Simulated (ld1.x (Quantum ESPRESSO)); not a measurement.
# Ranking PAW potentials for nitrogen (N)

All share these settings but for the change named:

ld1.x (Quantum ESPRESSO) 7.5 input, shortened:

```
&input
   title='N', zed=7., rel=1, dft='PBE', iswitch=3,
   config='[He] 2s2 2p3 3d-2'
 /
 &inputp
   pseudotype=3, lpaw=.true., tm=.true., lloc=-1, rcloc=1.30,
   nlcc=.true., new_core_ps=.true., rcore=0.55,
   which_augfun='GAUSS', rmatch_augfun=1.00
 /
6
2S  1  0   2.00   0.00  1.05  1.10  0.0
2S  1  0   0.00  -0.75  1.05  1.10  0.0
2P  2  1   3.00   0.00  1.15  1.40  0.0
2P  2  1   0.00   1.00  1.15  1.40  0.0
3D  3  2  -2.00  -0.15  1.00  1.15  0.0
3D  3  2  -2.00   1.00  1.00  1.15  0.0
 &test
   configts(1)='2s2 2p3'
 /
```

Cutoff: the first of the cutoffs (Ry, on a coarse ladder) from which the occupation-weighted sum of valence levels, in a spherical-Bessel basis at the reference potential, stays within 10 and 1 mRy of its value at 400 Ry; the density cutoff is not measured.

The base gives 35 Ry.

Of 12 variants that were run, those that failed, showed a ghost or another fault, or gave nearly equal values are left out.

A variant can come out equal or close to the base.

(1) Rank these variants from softest to hardest (loose cutoff).
A. waves 2p (bound): rcut 1.15, rcutus 1.78 bohr; 2p channel at 1 Ry: rcut 1.15, rcutus 1.78 bohr
B. waves 2p (bound): rcut 1.15, rcutus 1.28 bohr; 2p channel at 1 Ry: rcut 1.15, rcutus 1.28 bohr
C. waves 2s (bound): rcut 0.84, rcutus 0.88 bohr; 2s channel at -0.75 Ry: rcut 0.84, rcutus 0.88 bohr
D. all radii but the core radius scaled by about 1.39 (s 1.52, p 1.94, d 1.60 bohr, rcut 1.46/1.60/1.38); local potential all-electron potential smoothed inside 1.80 bohr (lloc = -1); augmentation GAUSS, radius 1.38 bohr

## Answers

(1) D (18 Ry), A (21 Ry), C (35 Ry), B (40 Ry).
